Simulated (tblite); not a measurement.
C₆H₁₂N (doublet state).
Geometry (GFN2-xTB, Å), atoms numbered from 1 in this order:
```
atom  x, y, z in Å
C1    -0.482   -1.681    0.485
C2    -1.414   -0.767   -0.221
C3    -1.338    0.708    0.231
C4    -0.189    1.475   -0.418
C5     1.195    1.016    0.035
C6     1.501   -0.449   -0.304
N7     0.862   -1.341    0.633
H8    -0.859   -2.309    1.276
H9    -2.428   -1.135   -0.057
H10   -1.235   -0.789   -1.304
H11   -1.238    0.746    1.317
H12   -2.275    1.202   -0.039
H13   -0.294    2.536   -0.178
H14   -0.262    1.375   -1.504
H15    1.947    1.646   -0.447
H16    1.289    1.144    1.115
H17    2.580   -0.607   -0.238
H18    1.192   -0.654   -1.340
H19    1.436   -2.107    0.953
```

Structure optimised with GFN2-xTB, isolated species. This method treats the open shell by occupation alone, without spin polarisation.

Take the most abundant isotopes and a rigid rotor. The values belong to one conformer with, in the numbering `[CH:1]1[CH2:2][CH2:3][CH2:4][CH2:5][CH2:6][NH:7]1`, N7–C1–C2–C3 -48°, C1–C2–C3–C4 81°, C2–C3–C4–C5 -68°, C3–C4–C5–C6 62°.

Give the principal moments of inertia and the rotational constants in cm⁻¹.

Ia = 152.39, Ib = 162.30, Ic = 277.73 u·Å²; 505379 MHz·u·Å²/I gives 3316, 3114 and 1820 MHz, that is A = 0.11062, B = 0.10387, C = 0.06070 cm⁻¹.

Classify the top.

An asymmetric top; Ray's κ = 0.729.

Is it planar, by Δ = Ic − Ia − Ib?

Not planar: Δ = Ic − Ia − Ib = -36.96 u·Å². For a rigid frame Δ = −2 Σ m c², so Σ m c² = 18.48 u·Å² lies off the ab plane: 10.74 from hydrogen and 7.74 from heavier atoms. The atom farthest from that plane is 1.48 Å away.

Give the other two planar moments, Paa and Pbb, and the rms extents of the mass along the axes.

Paa = Σ m a² = (Ib + Ic − Ia)/2 = 143.82 and Pbb = Σ m b² = (Ia + Ic − Ib)/2 = 133.91 u·Å². With the mass M = 98.10 u, the rms extents √(P/M) along a, b and c are 1.21, 1.17, 0.43 Å.

Where do the levels up to J = 2 lie, in K?

Above 0(0,0), as E/k:
J = 1: 1(0,1) 0.237, 1(1,1) 0.246, 1(1,0) 0.309
J = 2: 2(0,2) 0.657, 2(1,2) 0.658, 2(1,1) 0.844, 2(2,1) 0.873, 2(2,0) 0.927
Those of J = 1 are B + C, A + C and A + B.

Estimate the classical rotational partition function at 100 K, 298.15 K and 500 K.

Point group C1, symmetry number σ = 1; q = (√π/σ)·√((kT/h)³/(ABC)), k/h = 20836.6 MHz/K: 38900 at 100 K, 200000 at 298.15 K, 435000 at 500 K.

For this open shell read J as N, the rotation without spin; fine and hyperfine splittings come on top. Its GFN2-xTB frequencies are all real (lowest 113 cm⁻¹). These are rigid-rotor constants of the computed structure; measured ground-state constants (B0) also hold zero-point vibration.
